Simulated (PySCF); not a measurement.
C2H7F2NSi.

```xyz
13

N      2.8078     0.1706     0.0000
Si     1.1938    -0.4501     0.0000
C     -0.1369     0.9173     0.0000
C     -1.5617     0.4362     0.0000
F     -1.7987    -0.3322    -1.0923
F     -1.7987    -0.3322     1.0923
H      3.2109     0.5760     0.8361
H      3.2109     0.5760    -0.8361
H      1.0258    -1.2750    -1.2306
H      1.0258    -1.2750     1.2306
H      0.0190     1.5570     0.8844
H      0.0190     1.5570    -0.8844
H     -2.3099     1.2500     0.0000
```

Geometry: PBE0-D3(BJ)/def2-SVP. This is a generated structure with no PubChem entry under its InChIKey; it may be hypothetical. Other conformers were not sampled.

All values below come from HF/pcSseg-1 (PySCF). Non-relativistic, no solvent.

Computed absolute GIAO shielding of each atom: isotropic value and principal components (ppm):
```tsv
atom	σ(iso)	σ11	σ22	σ33	span
N1	267.0	237.8	270.4	292.9	55.0
Si2	429.7	390.9	431.8	466.5	75.5
C3	166.9	153.9	154.1	192.8	38.9
C4	86.1	67.9	92.1	98.3	30.4
F5	340.7	239.9	368.0	414.1	174.2
F6	340.7	239.9	368.0	414.1	174.2
H7	31.4	23.7	27.1	43.6	19.9
H8	31.4	23.7	27.1	43.6	19.9
H9	27.2	22.7	27.2	31.6	8.9
H10	27.2	22.7	27.2	31.6	8.9
H11	30.8	27.3	29.3	35.9	8.7
H12	30.8	27.3	29.3	35.9	8.7
H13	26.2	23.7	23.9	30.9	7.2
```
